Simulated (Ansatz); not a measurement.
Isolated molecules relaxed with PBE0-D4/def2-TZVP in Ansatz; ΔE leaves out vibrations. CBS: MP2 limit from def2 TZ/QZ plus the TZ coupled-cluster correction, frozen cores. Functionals use def2-TZVPP. B3LYP here is the variant with VWN-RPA as its local correlation; programs differ in this. def2 core potentials past Kr. For Ge, Te outer-core shells are correlated without core-valence functions, which leaves a few kJ/mol of doubt a bond. Scalar relativity is left out up to krypton. Each species was taken in one conformer, which may not be the lowest.

Consider the redistribution: `O[SiH2][TeH]` + `[NH2][GeH2][CH2]O` → `[NH2][GeH2][SiH2]O` + `OC[TeH]`.

| level | ΔE (kcal/mol) | difference from CCSD(T)/CBS |
| --- | --- | --- |
| PBE0-D4 | 15.9 | -1.0 |
| ωB97X-V | 16.9 | 0.0 |
| B2PLYP | 16.4 | -0.5 |
| PBE | 14.0 | -2.9 |
| B3LYP | 15.3 | -1.6 |
| MP2/def2-TZVPP | 18.4 | 1.5 |
| SCS-MP2/def2-TZVPP | 17.8 | 0.9 |
| CCSD/def2-TZVPP | 17.3 | 0.4 |
| SCS-MP2/def2-QZVPP | 18.0 | 1.1 |
| HF/CBS(def2) | 19.7 | 2.8 |
| CCSD(T)/CBS | 16.9 | 0 |

Largest T1 diagnostic among the species: 0.012.

From PBE to PBE0 (25 % exact exchange), in def2-TZVPP and without D4, ΔE moves by +2.0 kcal/mol. In def2-TZVPP, CCSD(T) changes the Hartree–Fock value by −3.0 kcal/mol (the triples alone add −0.6 kcal/mol) and MP2 by −1.3 kcal/mol.
